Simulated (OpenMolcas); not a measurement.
# Ir5+: moving or changing the point charges

Ir5+ among 6 point charges of -1.7 e arranged as a tetragonal octahedron (D4h), 1.93 Å from the ion, with the axial distance 1.891 Å.

- Program: OpenMolcas 26.06
- Method: CASSCF
- Basis: ANO-RCC-VTZP [8s7p5d3f1g]
- Scalar Hamiltonian: DKH2, point nucleus
- Active space: 4 electrons in 5 orbitals (5d)
- State averaging: 2S+1 = 5 even, 5 roots; 2S+1 = 3 even, 45 roots; 2S+1 = 1 even, 50 roots
- Spin-orbit coupling: RASSI with atomic mean-field integrals over the reference wave functions

Runs around this geometry, states (labels of D4, the rotations of D4h). Energies in cm-1 above the lowest state or level, χT in cm3 K/mol.

```csv
R (Å),q (e),Axial / equatorial distance,Ground state,First state of that spin,First gap with spin-orbit (degeneracies),χT at 300 K,First state of another spin
1.93,-1.7,0.9,5A1,5B1 7696,"3695 (1, 2)",0.110,3A2 14335
1.93,-0.85,0.98,5A1,5B1 690.3,"5080 (1, 2)",0.052,3A2 17556
1.84,-1.7,0.98,5A1,5B1 1542,"4958 (1, 2)",0.076,3A2 12231
1.93,-1.7,0.98,5A1,5B1 1339,"4948 (1, 2)",0.067,3A2 14168
2.06,-1.7,0.98,5A1,5B1 1099,"4984 (1, 2)",0.059,3A2 16114
```

Taking the first state of the same spin as R^-n, n = -ln(1099 / 1542) / ln(2.06 / 1.84) = 3.0 between the shortest and longest distance.

Scaling the charges by -0.85 / -1.7 = 0.50 scales the first state of the same spin by 690.3 / 1339 = 0.52; with fixed orbitals a first-order splitting would follow the charge.

Without dynamic correlation the repulsion within the d shell is too large (B by tens of per cent), so at a given field states of lower spin stand too high. Point charges give a weaker field than real ligands, and real ions of this kind are as a rule low spin; the high spin found here belongs to the model. Spin-orbit coupling mixes the spin-free states strongly: the lowest level takes only 41 % from its leading state, 5A1 (figures for R = 1.93, q = -1.7, ratio = 0.9; the like holds for R = 1.93, q = -0.85, ratio = 0.98, R = 1.84, q = -1.7, ratio = 0.98, R = 1.93, q = -1.7, ratio = 0.98, R = 2.06, q = -1.7, ratio = 0.98). This shell can be high or low spin here, a state of another spin lies low, and with metal d orbitals alone active their balance is uncertain, so the ground spin may be wrong (holds for R = 1.93, q = -1.7, ratio = 0.9; R = 1.84, q = -1.7, ratio = 0.98; R = 1.93, q = -1.7, ratio = 0.98). The ground term spreads over less than 5000 cm-1, several times less than with real ligands, so orbital moments are less quenched and χT lies further from the spin-only value than at real sites (holds for R = 1.93, q = -0.85, ratio = 0.98). Point charges carry no covalency, so the field is a model and not that of real ligands. No measured value stands beside these numbers.
